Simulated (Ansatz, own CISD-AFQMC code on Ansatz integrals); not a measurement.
CH3BSi, SMILES `B=C=[SiH2]` (charge 0, multiplicity 1).

Cartesian coordinates (Å):
```xyz
6

B      1.8179     0.0696     0.0883
C      0.4706     0.0178     0.0228
Si    -1.2007    -0.0461    -0.0583
H      2.9899     0.1148     0.1452
H     -2.0835     1.1420    -0.1379
H     -1.9941    -1.2981    -0.0601
```
Charge 0, spin multiplicity 1.

Frozen-core correlation energies in cc-pVDZ at a geometry from PBE0-D3(BJ)/def2-TZVP, on an HF energy of -353.11644 Ha (<S^2> = 0.00, restricted and unstable towards unrestricted orbitals). Wave-function levels are from Ansatz, the walk from an own CISD-AFQMC code on Ansatz integrals (time step 0.005/Ha, trial state from CCSD amplitudes, largest double 0.10).

```csv
level,correlation energy (mHa)
MP2,-300.2
CCSD,-331.0
CCSD(T),-347.0
CCSDT(Q),-349.5
```

### Question
What correlation energy does phaseless AFQMC give, and where does it lie among these levels?

### Answer
-349.7 ± 0.4 mHa (one standard error). AFQMC minus each level: MP2 -49.5 mHa, CCSD -18.7 mHa, CCSD(T) -2.7 mHa, CCSDT(Q) -0.2 mHa.
